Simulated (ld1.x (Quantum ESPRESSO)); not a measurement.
tin: excitation energies, all-electron against TM

Sn (Z = 50), norm-conserving Troullier–Martins (Kleinman–Bylander form), made with ld1.x (Quantum ESPRESSO) 7.5 (LDA (PZ), scalar-relativistic). Core [Kr], reference 4d10 5s2 5p2. Waves: 5p (bound): rc 2.05 bohr; 4d (bound): rc 1.65 bohr; 5s (bound): rc 2.10 bohr. Local part: the s channel. Core correction: a·sin(br)/r model core, default radius (core density twice the valence density).

Energies are relative to the spin-unpolarised reference configuration 4d10 5s2 5p2; without spin polarisation the order of configurations can differ from experiment. Spin-polarised rows fill each open shell by Hund’s rule, majority spin first.

```
        valence configuration  charge  ΔE all-electron (eV)  error AE − PS (meV)
                 4d10 5s2 5p1      +1                 7.098                 -1.1
                 4d10 5s2 5p0      +2                21.362                 -6.1
                 4d10 5s1 5p0      +3                52.813                  -22
                 4d10 5s1 5p2      +1                14.833                 -1.0
                 4d10 5s0 5p0      +4                94.372                  -79
                  4d9 5s2 5p2      +1                32.767                 -284
                  4d9 5s2 5p3       0                24.348                 -326
4d10 5s2 5p2 (spin-polarised)       0                -0.475                 +1.8
4d10 5s2 5p1 (spin-polarised)      +1                 6.945                 -0.7
```

Levels in the configuration 4d10 5s0 5p0:

| level | all-electron (eV) | pseudo (eV) |
| --- | --- | --- |
| 4d | -67.899 | -67.767 |
